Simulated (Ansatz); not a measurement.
Frontier orbitals of `C=C[CH2][In]([F])[F]`.

```xyz
11

C     0.7092   -1.4579   -0.4347
C     0.0634   -0.5417   -1.1399
C    -0.5205    0.7369   -0.6452
In   -0.2577    0.9989    1.4586
F     1.2370    1.8616    2.3534
F    -1.4921    0.4600    2.8605
H     0.8856   -1.3590    0.6368
H     1.1000   -2.3593   -0.8905
H    -0.0675   -0.7202   -2.2073
H    -1.5938    0.7841   -0.8485
H    -0.0636    1.5967   -1.1430
```

The species carries charge 0 and has multiplicity 1. Correlated methods include outer-core shells of In, which these sets cover unevenly. In: def2 effective core potential. The geometry is a stationary point of PBE0-D4/def2-TZVP. It is one conformer, not always the lowest. Basis def2-TZVPP, Ansatz.

```json
{"functional": "LDA (SPW92)", "HOMO (eV)": "-7.41", "LUMO (eV)": "-2.82", "gap (eV)": "4.59"}
{"functional": "PBE", "HOMO (eV)": "-7.22", "LUMO (eV)": "-2.49", "gap (eV)": "4.73"}
{"functional": "revPBE", "HOMO (eV)": "-7.15", "LUMO (eV)": "-2.36", "gap (eV)": "4.79"}
{"functional": "BLYP", "HOMO (eV)": "-7.07", "LUMO (eV)": "-2.48", "gap (eV)": "4.59"}
{"functional": "r2SCAN", "HOMO (eV)": "-7.44", "LUMO (eV)": "-2.24", "gap (eV)": "5.20"}
{"functional": "PBE0", "HOMO (eV)": "-8.38", "LUMO (eV)": "-1.59", "gap (eV)": "6.79"}
{"functional": "BHLYP", "HOMO (eV)": "-9.37", "LUMO (eV)": "-0.80", "gap (eV)": "8.57"}
{"functional": "CAM-B3LYP", "HOMO (eV)": "-9.72", "LUMO (eV)": "-0.70", "gap (eV)": "9.02"}
{"functional": "ωB97M-V", "HOMO (eV)": "-10.63", "LUMO (eV)": "0.16", "gap (eV)": "10.79"}
```

A quarter of exact exchange (PBE0) shifts PBE's HOMO by −1.16 eV and its LUMO by +0.90 eV; full exchange at long range (ωB97M-V) shifts them by −3.41 and +2.66 eV. The gap opens from 4.72 to 10.79 eV, since occupied levels lose self-interaction and empty ones feel all the electrons. A positive LUMO is unbound and depends on the basis.
